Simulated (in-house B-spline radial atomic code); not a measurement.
RPA and G0W0 for Zr⁴⁺, [Ar] 3d10 4s2 4p6, as one setting changes: the share of exact exchange in the PBE hybrid start. A dash marks a level of low quasi-particle weight. Computed with a B-spline radial code for spherical atoms: all electrons, scalar-relativistic (spin-free one-electron X2C), finite nucleus, each spin shell either full or empty, empty states to l = 9 with an (l + 1/2)⁻⁴ tail; G0W0 by contour deformation at full frequency.

| share of exact exchange in the PBE hybrid start | mean-field level (eV) | G0W0 level (eV) | RPA correlation (Eh) |
| --- | --- | --- | --- |
| 0 | -72.78 | 4p -81.00 | -2.7378 |
| 0.1 | -73.70 | 4p -81.05 | -2.7129 |
| 0.2 | -74.63 | 4p -81.09 | -2.6888 |
| 0.3 | -75.55 | 4p -81.13 | -2.6654 |
| 0.4 | -76.47 | 4p -81.17 | -2.6428 |
| 0.5 | -77.40 | 4p -81.20 | -2.6208 |
| 0.6 | -78.32 | 4p -81.22 | -2.5994 |
| 0.7 | ? | ? | ? |
| 0.8 | ? | ? | ? |
| 0.9 | -81.09 | 4p -81.29 | -2.5386 |
| 1 | -82.01 | 4p -81.30 | -2.5194 |

(1) What belongs in the row for 0.7?

(2) What belongs in the row for 0.8?

(3) At what share of exact exchange does G0W0 leave the highest level unchanged?

## Answers

(1) mean-field level (eV): -79.24; G0W0 level (eV): 4p -81.25; RPA correlation (Eh): -2.5786.

(2) mean-field level (eV): -80.16; G0W0 level (eV): 4p -81.27; RPA correlation (Eh): -2.5584.

(3) Near 0.92, where the shift changes sign (-0.199 eV at 0.9, +0.707 eV at 1).
